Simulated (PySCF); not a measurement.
F₅Te, SMILES F[Te](F)(F)(F)F, multiplicity 2.

Geometry optimised at B3LYP-D3(BJ)/def2-SVP. The isomer is the one that the SMILES or the coordinates give; other isomers of the formula were not compared. The def2 effective core potentials stand for the cores of Te; spin–orbit coupling is left out.

Level of theory: TDA-CAM-B3LYP/def2-SVPD (PySCF).

Vertical excitations; the highest root listed may be one member of a degenerate set. Isolated molecule, no solvent.

Computed UV-visible absorptions:
```
state    energy (eV)  λ (nm)      f                                     main pairs
-------  -----------  ------  -----  ---------------------------------------------
root 1          3.32     374  0.000                               β HOMO→LUMO 98 %
root 2          3.86     321  0.000         β HOMO−6→LUMO 59 %, β HOMO−1→LUMO 38 %
root 3          3.89     319  0.017  β HOMO−3→LUMO, β HOMO−4→LUMO (degenerate set)
root 4          3.89     319  0.017  β HOMO−2→LUMO, β HOMO−5→LUMO (degenerate set)
root 5          3.91     317  0.000  β HOMO−5→LUMO, β HOMO−2→LUMO (degenerate set)
root 6          3.91     317  0.000  β HOMO−4→LUMO, β HOMO−3→LUMO (degenerate set)
root 7          4.35     285  0.006                             β HOMO−7→LUMO 95 %
root 8          4.61     269  0.000         β HOMO−1→LUMO 55 %, β HOMO−6→LUMO 38 %
root 9          4.75     261  0.000                            β HOMO−10→LUMO 97 %
root 10         5.38     231  0.026                             β HOMO−8→LUMO 87 %
```
Unrestricted roots are not spin-pure.
